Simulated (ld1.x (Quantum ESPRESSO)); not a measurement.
## carbon: excitation energies, all-electron against TM

* Element: C (Z = 6)
* Generator: ld1.x (Quantum ESPRESSO) 7.5
* Type: norm-conserving Troullier–Martins (Kleinman–Bylander form)
* Functional: PBE
* Relativity: scalar-relativistic
* Frozen core: [He]
* Valence charge: 4
* Reference configuration: 2s2 2p2
* Partial waves: 2p (bound): rc 2.20 bohr; 2s (bound): rc 0.80 bohr
* Local potential: the s channel
* Core correction: none

Energies are relative to the spin-unpolarised reference configuration 2s2 2p2; without spin polarisation the order of configurations can differ from experiment.

| valence configuration | charge | ΔE all-electron (eV) | error AE − PS (meV) |
| --- | --- | --- | --- |
| 2s2 2p1 | +1 | 10.862 | +41 |
| 2s2 2p0 | +2 | 35.018 | +404 |
| 2s1 2p0 | +3 | 83.212 | +826 |
| 2s2 2p1.5 | +0.5 | 3.963 | +5.4 |
| 2s1 2p2 | +1 | 19.615 | -37 |
| 2s2 2p2.3 | -0.3 | -1.158 | +0.5 |

What are ΔE and the potential's error for 2s0 2p4?

ΔE = 16.975 eV all-electron; the error (AE − PS) is +39 meV.

Levels in the configuration 2s1 2p0:

| level | all-electron (eV) | pseudo (eV) |
| --- | --- | --- |
| 2s | -56.106 | -55.564 |
